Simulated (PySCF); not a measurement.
## Working out the excitation energy of Si²⁺

Si²⁺ [Ne] 3s2 (1S) → Si²⁺ [Ne] 3p2 (3P). Computed with PySCF 2.14 in ANO-RCC-VTZP, with the spin-free X2C one-electron Hamiltonian (Gaussian nucleus). Frozen: [Ne]. Energies in hartree (1 hartree = 27.21139 eV):

```
            part  Si²⁺ (lower)  Si²⁺ (upper)
             UHF   -288.598324   -288.045070
CCSD correlation     -0.044934     -0.010311
             (T)      0.000000      0.000000
```

**Question.** What does Hartree-Fock give?

**Answer.** (-288.045070) − (-288.598324) = 0.553254 hartree = 15.055 eV.

**Question.** What do CCSD and CCSD(T) give?

**Answer.** The CCSD correlation energies differ by 0.034623 hartree = 0.942 eV and the triples by 0.000000 hartree = 0.000 eV, so CCSD gives 15.997 eV and CCSD(T) 15.997 eV.
